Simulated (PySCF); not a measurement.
An unknown is described by computed data only.

Elements present: C, F, H, N and P. Monoisotopic mass: 189.0084 u.

| Property | Result |
| --- | --- |
| Rotational structure | rotational constants A, B, C: 1.686, 0.576, 0.480 GHz [GFN2-xTB] |
| NMR, other nuclei | isotropic shieldings of nuclei other than C and H, by class: 165 (1 N), 245 (3 F), -267 (1 P), -61 (1 P) ppm [GIAO PBE0/pcSseg-1] |
| Dipole | 4.12 D [PBE0/pcSseg-1] |
| 13C NMR | chemical shifts (computed TMS as zero) by class: 135.0 (1 C), 48.4 (2 C), 41.5 (1 C) ppm [GIAO PBE0/pcSseg-1] |
| 1H NMR | chemical shifts (computed TMS as zero) by class: 3.53 (2 H), 3.15 (6 H) ppm [GIAO PBE0/pcSseg-1] |

The electronic properties come from PySCF, for the isolated species, density fitting. Levels stand in brackets. The structure is a single GFN2-xTB conformer in the gas phase; no vibrational or solvent corrections. NMR values are class means; diastereotopic atoms form classes of their own.

**Question.** Which formula fits the mass and the elements?

**Answer.** C4H8F3NP2 (calculated 189.0084). No other formula that holds each of these elements comes within 0.0003 u with a fitting electron parity and a possible valence count.

**Question.** Give a SMILES that accounts for the data.

**Answer.** Numbering: `[CH3:1][N:2]([CH3:3])/[P:4]=[P:5]\[CH2:6][C:7]([F:8])([F:9])[F:10]`. 4 carbons fall into 3 classes; from least to most shielded: CF3 carbon [C7] (135.0 ppm), N-methyl carbon [C1/C3] (48.4 ppm, 2 C, up to 3.8 ppm apart in this geometry), sp3 carbon bound to phosphorus [C6] (41.5 ppm). Hydrogen classes from least to most shielded: 2 H on an sp3 carbon bound to phosphorus, C6 (3.53 ppm, a mean of values up to 1.2 ppm apart in this geometry), 6 H on 2 N-methyl carbons, C1/C3 (3.15 ppm, a mean of values up to 0.7 ppm apart in this geometry). The other shieldings belong to: 165 ppm, nitrogen bonded to 2 C and P [N2]; 245 ppm, fluorine of a CF3 group [F8/F9/F10]; -267 ppm, phosphorus bonded to N and P [P4]; -61 ppm, phosphorus bonded to C and P [P5]. The optimised geometry has point group C1 and is an asymmetric top. Structure: `CN(C)/P=P\CC(F)(F)F`. The assignments are read from this structure; whether some other isomer fits the data as well wasn't checked.

The values belong to the conformer `[CH3:1][N:2]([CH3:3])/[P:4]=[P:5]\[CH2:6][C:7]([F:8])([F:9])[F:10]`: C1–N2–P4–P5 59°, P4–P5–C6–C7 -120°, P5–C6–C7–F8 55°.
